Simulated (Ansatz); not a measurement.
An input meant for Sr₂S₂⁺ (charge 1, doublet; atoms displaced at random, 0.03 Å in each coordinate).

```yaml
crystal:
  periodic: [false, false, false]
  atoms:
    - {symbol: Sr, position_ang: [0.950517, 1.884926, 0.308119]}
    - {symbol: Sr, position_ang: [-0.946885, -1.919943, -0.332694]}
    - {symbol: S, position_ang: [-1.449994, 0.741587, 0.287936]}
    - {symbol: S, position_ang: [1.413588, -0.702005, -0.291126]}
basis:
  gaussian: {orbitals: STO-3G, nuclear_model: gaussian}
total_charge: 1
magnetization: {spin_polarized: true, initial_magnetization: 1}
hamiltonian: {xc: {name: PBE}, dispersion: d4}
multiplicity: 3
output: {forces: true}
```

```sh
$ ansatz run in.yaml --threads 4 --pin off --events-out ev --progress --plain --max-ram 3916MiB
```

(1) Predict how Ansatz answers.

Answers

(1) The input was rejected before any iteration. The input holds a key that doesn't belong there (the spin goes under magnetization).
```
Error: YAML parse error: error: line 13 column 1: unknown field `multiplicity`, expected one of crystal, accuracy, basis, kpoints, hamiltonian, magnetization, projection, total_charge, correlation, batch, efield, external_charges, scf, relax, neb, saddle, md, ramp, phonons, dielectric, real_time, elastic, magnetic_configurations, gw, evaluate, workflow, output, checkpoint, execution
11 | magnetization: {spin_polarized: true, initial_magnetization: 1}
12 | hamiltonian: {xc: {name: PBE}, dispersion: d4}
13 | multiplicity: 3
14 | output: {forces: true}
```
